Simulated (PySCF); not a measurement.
**Exercise with solution: dipole moment from atomic charges**

Si(Cl)2(F)(GeH3) (Cl₂FGeH₃Si), SMILES F[Si](Cl)(Cl)[GeH3]. Atoms are numbered in the order given.

```xyz
8

F      0.8474    -1.8874     0.0000
Si     0.5362    -0.2992     0.0000
Cl     1.4230     0.4960    -1.6642
Cl     1.4230     0.4960     1.6642
Ge    -1.7729     0.1148     0.0000
H     -2.4009    -0.4979    -1.2568
H     -2.4009    -0.4979     1.2568
H     -1.9792     1.6336     0.0000
```

Geometry optimised at ωB97X-D3(BJ)/def2-SVP.

Charges (e) from PBE/def2-TZVP (PySCF):

```
atom  ESP fit     IAO
----  -------  ------
F1     -0.133  -0.502
Si2     0.164   1.065
Cl3    -0.054  -0.277
Cl4    -0.054  -0.277
Ge5     0.041   0.120
H6      0.018  -0.043
H7      0.018  -0.043
H8     -0.001  -0.042
```

The dipole moment of the full density is 1.65 D.

Task: What dipole moment does each set of point charges give, and which comes closer to that of the density?

Result: 
μ = Σ q r, and 1 e Å = 4.8032 D.
ESP fit: Σ q r = (-0.336, 0.134, 0.000) e Å, |μ| = 1.73 D.
IAO: Σ q r = (-0.566, 0.342, 0.000) e Å, |μ| = 3.18 D.
ESP fit comes closer in size. Point charges leave out the atoms' own dipoles (lone pairs, polarised bonds); fits to the potential absorb them, partitions of the density don't.
